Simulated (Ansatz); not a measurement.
Molecule: C$_{2}$HO (charge -1, singlet). It need not be the lowest isomer of its formula. Whether it binds its extra electron was not tested at this geometry. 
Geometry from a B3LYP-D3(BJ)/def2-TZVP (Ansatz, a first-principles code) optimisation:
SMILES: [C-]#CO
```xyz
4

C      1.4717    -0.1374    -0.1602
C      0.2459    -0.0051    -0.0364
O     -1.1061     0.1802     0.0791
H     -1.4565    -0.5864     0.5470
```
Charge -1, spin multiplicity 1.

Basis-set convergence of Hartree-Fock and MP2 correlation energies (hartree) with Ansatz. Cores are frozen in the correlated levels unless marked. Spin-orbit coupling is left out. No relativistic terms. This anion needs diffuse functions, which these sets lack.

```
basis    functions       E(HF)  E(corr, MP2)
-------  ---------  ----------  ------------
cc-pVDZ         47  -151.04146      -0.43648
cc-pVTZ        104  -151.09344      -0.54724
cc-pVQZ        195  (withheld)    (withheld)
```

Some entries are withheld; supply them.


- cc-pVQZ, E(HF): -151.10851
- cc-pVQZ, E(corr, MP2): -0.58798
